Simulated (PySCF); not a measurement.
**DyCl: from constants to spectrum**

ROHF constants of DyCl, sextet, about 9.7 electrons in the 4f shell (Mulliken), real f orbitals that mix terms (Dy x2c-TZVPall, Cl x2c-TZVPall; spin-free X2C with a Gaussian nucleus (PySCF 2.14); masses 163.9292 and 34.9689 u):

```
ωe              : 294.0 cm⁻¹
ωexe            : 0.875 cm⁻¹
Be              : 0.089486 cm⁻¹
αe              : 0.000366 cm⁻¹
D (centrifugal) : 3.32e-08 cm⁻¹
```

(1) Give the vibrational terms G(v) and spacings up to v = 6.

These are scalar-relativistic numbers at best; spin–orbit coupling would shift them, the dissociation energy most. Hartree–Fock leaves out correlation, which carries a large part of most bond energies and some tenths to 1 eV of ionisation energies. The state is the lowest single determinant that the PBE0 search found; with open d or f shells the true ground state can be another one.

## Answers

(1) G(v) = ωe(v+½) − ωexe(v+½)².

| v | G(v) (cm⁻¹) | G(v) − G(v−1) | Bv (cm⁻¹) |
| --- | --- | --- | --- |
| 0 | 146.8 |  | 0.08930 |
| 1 | 439.0 | 292.2 | 0.08894 |
| 2 | 729.5 | 290.5 | 0.08857 |
| 3 | 1018.3 | 288.8 | 0.08820 |
| 4 | 1305.3 | 287.0 | 0.08784 |
| 5 | 1590.5 | 285.2 | 0.08747 |
| 6 | 1874.0 | 283.5 | 0.08711 |
